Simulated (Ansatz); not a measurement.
System: sum formula H₄BSiO₂ (charge 0, doublet). It need not be the lowest isomer of its formula. SMILES: [SiH2]B(O)O
Geometry from a B3LYP-D3(BJ)/def2-TZVP (Ansatz, a program for electronic structure) optimisation:
```xyz
8

O     -1.4062    -0.9050     0.1895
B     -0.5023     0.1091     0.1019
O     -0.9532     1.3947     0.2586
Si     1.4040    -0.3540    -0.3360
H     -2.3030    -0.5922     0.3688
H     -0.2763     2.0744     0.2033
H      1.9057    -1.6888     0.0622
H      2.4046     0.6996    -0.0243
```
Charge 0, spin multiplicity 2.

Quantity: atomisation energy (electronic, to ground-state atoms); the coupled-cluster value holds the core correlation from cc-pwCVTZ, in kJ/mol. Correlated levels leave the core frozen unless marked. UHF or UKS for open shells. No spin-orbit coupling. No relativistic terms. CBS marks a two-point X^-3 extrapolation of the correlation energy; Hartree-Fock from the larger set (for Q and 5 zeta extrapolated as (X+1)exp(-9√X)).

Level to compare with: CCSD(T)/CBS(cc-pV(Q+d)Z,cc-pV(5+d)Z) plus the core term (Ansatz), 2928.8 kJ/mol. It is a level with limits of its own, and the differences hold the functionals' basis error too.

Q: Rank these functionals by how close they come to CCSD(T)/CBS(cc-pV(Q+d)Z,cc-pV(5+d)Z), closest first: CAM-B3LYP/def2-TZVPD (Ansatz); r2SCAN/def2-TZVPD (Ansatz); r2SCANh/def2-TZVPD (Ansatz); B3LYP/def2-TZVPD (Ansatz).

A: CAM-B3LYP/def2-TZVPD (range-separated hybrid, 2927.1 kJ/mol, difference -1.7), r2SCANh/def2-TZVPD (hybrid meta-GGA, 2920.1 kJ/mol, difference -8.7), r2SCAN/def2-TZVPD (meta-GGA, 2945.4 kJ/mol, difference 16.6), B3LYP/def2-TZVPD (global hybrid, 2896.7 kJ/mol, difference -32.1)
